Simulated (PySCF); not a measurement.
Cl3Y, charge +1, multiplicity 2. Atoms are numbered in the order given.

```xyz
4

Y     -0.6118    -0.1407     0.0000
Cl     0.3526     2.1228     0.0000
Cl     0.5255    -0.9000     2.0318
Cl     0.5255    -0.9000    -2.0318
```
Charge +1, spin multiplicity 2.

Geometry optimised at r2SCAN-D4/def2-SVP. A frequency run showed that this geometry is not a minimum. The multiplicity is an assumed one; other spin states were not compared. The isomer is the one that the SMILES or the coordinates give; other isomers of the formula were not compared. The def2 effective core potentials stand for the cores of Y; spin–orbit coupling is left out.

These are PySCF with r2SCAN/def2-TZVPD values and carry that method's errors.

Mulliken values depend strongly on the basis, most of all with diffuse functions as here. ESP charges are fitted to the potential on shells at 1.4 to 2.0 van der Waals radii. Atomic charges (e):

| atom | ESP fit | Mulliken | Mulliken spin |
|---|---|---|---|
| Y1 | ___ | 1.66 | -0.09 |
| Cl2 | ___ | -0.17 | 0.43 |
| Cl3 | ___ | -0.25 | 0.33 |
| Cl4 | ___ | -0.25 | 0.33 |

Question: Complete the blanks. (The exact figures need the calculation; the answer reports its results.)

Answer: 
- Y1, ESP fit: 1.47
- Cl2, ESP fit: -0.11
- Cl3, ESP fit: -0.18
- Cl4, ESP fit: -0.18
